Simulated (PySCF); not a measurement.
# Exercise with solution: oscillator strength and radiative lifetime

C2H6FNOSi, SMILES O1C[Si](N)(C1)F.

Geometry optimised at ωB97X-D3(BJ)/def2-SVP. This is a generated structure with no PubChem entry under its InChIKey; it may be hypothetical. Other conformers were not sampled.

TDDFT-ωB97X/def2-SVPD in PySCF 2.14.0 puts the first singlet state with f over 0.02 at 7.32 eV (vertical), with the transition dipole (0.196, 0.069, 0.450) in atomic units.

Q: Find the oscillator strength, the wavelength and the radiative lifetime that this transition would have in vacuum if emission retraced absorption.

A: 
|μ|² = 0.2457 au, so |μ| = 1.26 D. ΔE = 7.32/27.211 = 0.2690 hartree. f = (2/3) ΔE |μ|² = 0.044 (the program prints 0.044).
λ = 1239.84/7.32 = 169 nm; ν = 59040 cm⁻¹.
Einstein's coefficient A = 0.6670 ν² f s⁻¹ (ν in cm⁻¹) = 1.0e8 s⁻¹, so τ = 1/A = 9.8 ns. This state is S2; the lower singlet has f = 0.013. The figure is the radiative limit of this one transition; relaxation, internal conversion, crossing to triplets and a medium change what is measured.
